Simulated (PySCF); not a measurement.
# Identify the compound

An unknown has the formula C7H3NO2. Its calculated NMR data are:

¹H NMR (300 MHz, computed): δ 7.91 (s, 1H), 7.70 (m, 1H), 6.77 (m, 1H).

¹³C{¹H} NMR (computed): δ 157.7, 157.0, 154.3, 150.6, 115.8, 104.8, 94.0.

- GFN2-xTB geometry
- shielding tensors at PBE0/pcSseg-1 (GIAO)
- program: PySCF 2.14.0 with density-fitted response routines
- a single conformation, no solvent model, non-relativistic Hamiltonian

Scale: ¹H (31.72 ppm) and ¹³C (186.93 ppm) against TMS (reference shieldings calculated alike).

**Question.** Propose a structure and justify it.

**Answer.** 
The formula gives 7 degrees of unsaturation (2 rings in the answer). 7 carbon signals for 7 carbons: no two carbons are equivalent. Carbon types of the structure: 4 × C, 3 × CH, which accounts for all hydrogens. δC 157.7, 154.3: ring-fusion aromatic carbon. δC 157.0, 150.6: aromatic CH next to the ring oxygen. δC 115.8: nitrile carbon; typical of a nitrile. δC 104.8: aromatic CH. δC 94.0: substituted aromatic carbon. δH 7.91, 7.70: hydrogen on an aromatic CH next to the ring oxygen; it sits in the deshielding region of the aromatic ring current. δH 6.77: hydrogen on an aromatic CH; the ring current deshields protons in the ring plane.

Structure: `InChI=1S/C7H3NO2/c8-3-5-4-10-6-1-2-9-7(5)6/h1-2,4H`.

The data come from this structure; uniqueness wasn't tested.

Shifts are as computed. Against solution values, carbons near 30 ppm lie about +3 ppm off and those near 130 ppm about +5 ppm. Of 1313 compounds with measured shifts, 239 miss one by over three times the rms of a fit or turn the order of signals round; such compounds aren't used in these exercises. Multiplicities follow the n + 1 count of equivalent neighbours, as no J values were calculated; m marks all less simple cases, F and P coupling included.
